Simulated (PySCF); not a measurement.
ZrF(OH) + HF → HZr(OH) + F₂

Level: PBE0 in the def2-TZVP basis family, computed in PySCF with density fitting; scalar-relativistic core potentials for atoms from Rb on, none lighter, no spin–orbit coupling; open shells unrestricted.

```tsv
species	state and structure	E (Eh)	ZPE (kJ/mol)	H(298 K) − H(0) (kJ/mol)	S° (J/(mol K))
ZrF(OH)	triplet, Cs, O–H 0.954 Å, Zr–F 1.925 Å, Zr–O 1.923 Å; F–Zr–O 141.2°, H–O–Zr 158.7°	-222.68444	37.3	14.1	302.6
HF	singlet, C∞v, H–F 0.920 Å	-100.39188	24.9	8.7	173.6
HZr(OH)	triplet, Cs, O–H 0.956 Å, Zr–H 1.882 Å, Zr–O 1.910 Å; H–O–Zr 149.1°, H–Zr–O 123.9°	-123.37666	43.9	13.0	278.3
F₂	singlet, D∞h, F–F 1.376 Å	-199.40856	6.6	8.7	201.9
```

Q: What is the electronic reaction energy?

A: At PBE0/def2-TZVP, ΔE = 764.3 kJ/mol from the differences of the total energies times 2625.5, uphill. 

Q: Add zero-point, thermal and entropy terms for 298.15 K and 1 bar.

A: ΔZPE = -11.7 and Δ[H(298) − H(0)] = -1.1 kJ/mol give ΔH° = 751.5 kJ/mol. ΔS° = 4.0 J/(mol K), so ΔG° = 751.5 − 298.15 × (0.0040) = 750 kJ/mol.

Open d or f shells are single determinants, so the state found may not be the ground state. The structures come from searches over a few start shapes, so lower isomers are not excluded.
